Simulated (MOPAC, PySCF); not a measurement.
CH6Si3, SMILES `[SiH2]=C1[SiH2][SiH2]1`, neutral singlet in the gas phase. 

Cartesian coordinates (Å):
```xyz
10

Si     1.9890    -0.2074    -0.0549
C      0.3108    -0.0305    -0.0215
Si    -1.0414     1.2309     0.1499
Si    -1.2786    -0.9893    -0.0860
H      2.9407     0.9240     0.0588
H      2.6816    -1.5108    -0.1987
H     -1.1632     1.9221     1.4588
H     -1.2307     2.1791    -0.9775
H     -1.6364    -1.6212    -1.3819
H     -1.5717    -1.8968     1.0530
```
Charge 0, multiplicity 1.

All levels are single points at this geometry (PBE0-D3(BJ)/def2-TZVP); Pople sets use spherical d functions. Orbital energies aren't observables, and empty levels follow the basis.

```csv
level,HOMO (eV),LUMO (eV),gap (eV),dipole (D),"vertical IE, Delta-SCF (eV)"
PBE0-D3(BJ)/def2-TZVP in PySCF,-6.65,-2.11,4.54,1.84,–
B3LYP/LANL2DZ in PySCF,-6.61,-1.89,4.72,1.05,–
PBE/6-31G* in PySCF,-5.66,-2.65,3.01,1.38,–
SVWN5/6-31G* in PySCF,-5.75,-2.78,2.96,1.33,–
HF/3-21G in PySCF,-8.82,1.39,10.21,1.52,–
HF/6-31G* in PySCF,-8.75,1.31,10.06,1.96,7.57
HF/STO-3G in PySCF,-5.24,7.30,12.55,0.31,–
PM3 in MOPAC,-8.40,-1.43,6.97,0.22,–
PM7 in MOPAC,-9.50,-1.20,8.30,0.96,–
```
